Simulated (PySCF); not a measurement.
ClF3H2OSi2, SMILES F[Si](F)(F)O[SiH2]Cl. Atoms are numbered in the order given.

```xyz
9

Si     1.0757    -0.6719     0.4750
F      1.5001    -1.8215     1.4907
F      1.7006    -1.0101    -0.9499
F      1.7053     0.7024     0.9799
O     -0.5326    -0.5804     0.4018
Si    -1.8810     0.3041     0.0095
Cl    -1.3752     1.6797    -1.4330
H     -2.8917    -0.6280    -0.5387
H     -2.3482     1.0282     1.2149
```
Charge 0, spin multiplicity 1.

Coordinates come from a PBE0-D3(BJ)/def2-SVP optimisation. The structure was generated by enumeration, and PubChem lists no compound with its InChIKey, so it may never have been made. The values are those of a single conformer.

These are PySCF with PBE0/pcSseg-1 values and carry that method's errors.

GIAO shieldings, no solvent; atoms listed in one row are averaged. δ = σ(ref) − σ: ²⁹Si against TMS (σ = 352.7 ppm); ¹⁹F against CFCl3 (σ = 167.2 ppm); ¹⁷O against H2O (σ = 334.2 ppm); ³⁵Cl against HCl (σ = 945.9 ppm); ¹H against TMS (σ = 31.56 ppm), references at their B3LYP-D3(BJ)/def2-TZVP geometries, non-relativistic (without spin–orbit terms, shifts of atoms bonded to Cl or Br come out too high).

### Question
Estimate the chemical shifts. (The exact figures need the calculation; the answer reports its results.)

### Answer

| nucleus | atoms | count | δ (ppm) |
|---|---|---|---|
| ²⁹Si | Si6 | 1 | -11.4 |
| ²⁹Si | Si1 | 1 | -102.2 |
| ¹⁹F | F2, F3, F4 | 3 | -166.9 |
| ¹⁷O | O5 | 1 | 73.7 |
| ³⁵Cl | Cl7 | 1 | 55.4 |
| ¹H | H9 | 1 | 5.80 |
| ¹H | H8 | 1 | 5.72 |
